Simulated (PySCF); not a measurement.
## Input and output

[WO3F]− (singlet). PySCF 2.14.0, RKS B3LYP, W def2-SVP with ECP60, O def2-SVP, F def2-SVP; non-relativistic Hamiltonian with scalar-relativistic core potentials where named; density fitting; no spin-orbit coupling. Purpose: singlet excitations, Tamm-Dancoff B3LYP.

```python
mol = gto.M(atom='''
W      0.00000    -0.08443     0.06469
O      1.43217    -0.10924     1.07718
O      0.00000     1.37956    -0.90081
O     -1.43217    -0.10924     1.07718
F      0.00000    -1.61496    -1.09799''',
    basis={'W': 'def2-SVP', 'O': 'def2-SVP', 'F': 'def2-SVP'},
    ecp={'W': 'def2-SVP'},
    charge=-1, spin=0)
mf = dft.RKS(mol, xc='B3LYP')
mf.grids.atom_grid = (50, 194)
mf = mf.density_fit()  # fitting sets: W def2-universal-JKFIT, O def2-universal-JKFIT, F def2-universal-JKFIT
mf.conv_tol = 1e-08; mf.max_cycle = 55
mf.kernel(dm0)  # dm0: converged density of the relaxed state
td = mf.TDA(); td.nstates = 8; td.kernel()
```

Run from Python with OMP_NUM_THREADS=2; the lines above give its settings. Where DIIS fails, smearing, a level shift and second-order steps follow.
It took 14 s on 2 threads of Arm Neoverse V2 (shared host), from an already converged density.

(1) Where do the frontier levels lie, over both spins?

(2) What are the Mulliken charges and spins?

(3) Which singlet excitations follow (Tamm-Dancoff, 8 states)?

The geometry was relaxed with B3LYP (W def2-SVP with ECP60, O def2-SVP, F def2-SVP).

## Answers

(1) HOMO -2.68 eV, LUMO 4.14 eV. 

(2) 
```json
{"atom": "W1", "charge (e)": "0.930", "spin (e)": "0.000"}
{"atom": "O2", "charge (e)": "-0.504", "spin (e)": "0.000"}
{"atom": "O3", "charge (e)": "-0.504", "spin (e)": "0.000"}
{"atom": "O4", "charge (e)": "-0.504", "spin (e)": "0.000"}
{"atom": "F5", "charge (e)": "-0.418", "spin (e)": "0.000"}
```

(3) 
```tsv
state	eV	oscillator strength
1	5.45	0.0003
2	5.46	0.0003
3	5.72	0.0000
4	5.78	0.0000
5	5.80	0.0084
6	5.92	0.0000
7	5.93	0.0000
8	6.06	0.0344
```
For an anion in a basis without diffuse functions, states above the detachment energy aren't bound: they are resonances at best, or continuum confined by the basis.
Functionals without range separation put charge-transfer states too low; the basis has no diffuse functions.
